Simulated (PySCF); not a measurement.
**Radial density of Sn³⁺ (tin, charge +3)**

B97-3, [Kr] 4d10 5s1, 2S determinant. All numbers are calculated (PySCF 2.14, scalar relativity through the core potential, in aug-cc-pwCVDZ-PP with ECP28MDF (6s5p4d1f, 48 functions)). This is the valence pseudo-density: the core potential removes the inner electrons and smooths the orbitals near the nucleus.

```csv
r (bohr),4πr²ρ (e/bohr),4πr²(ρα − ρβ)
0.00821,2.138e-05,0.0000
0.0138,5.706e-05,0.0000
0.0232,0.0001381,0.0000
0.0391,0.0002720,0.0000
0.0657,0.0005577,0.0000
0.111,0.003913,0.0000
0.186,0.05235,0.0002
0.313,0.9324,0.0086
0.526,11.32,0.1178
0.885,22.02,-0.0068
1.49,6.046,0.4642
2.50,0.7056,0.4442
4.21,0.01789,0.0162
7.08,8.103e-05,0.0000
```

Energies and moments cover only the electrons outside the core potential.

Task: Where is the radial spin density 4πr²(ρα − ρβ) most negative, and why is it negative at all?

Result: Around r = 0.885 bohr, down to -0.0068 e/bohr: exchange with the open shell polarises the paired shells in an unrestricted calculation.
